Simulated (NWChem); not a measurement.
System: C₄H₂F₂O; SMILES Fc1coc(F)c1

All runs: NWChem. Pople sets run with spherical d functions. All runs use the structure optimised with PBE0/def2-SVP. Level B3LYP/6-31G*: energy and gradient on several grids; changes count from the extra-fine grid, which is no exact limit either.

### Question
Which is the coarsest grid (medium; fine; xcoarse; coarse; xfine) from which on the energy stays within 50 μHa and each gradient component within 100 μHa/bohr of xfine?

### Answer
medium.
```
grid     size of the energy change (μHa)  largest change of a gradient component (μHa/bohr)
-------  -------------------------------  -------------------------------------------------
xcoarse                             6000                                               4000
coarse                                60                                                200
medium                              < 10                                               < 30
fine                                < 10                                               < 30
xfine                               < 10                                               < 30
```
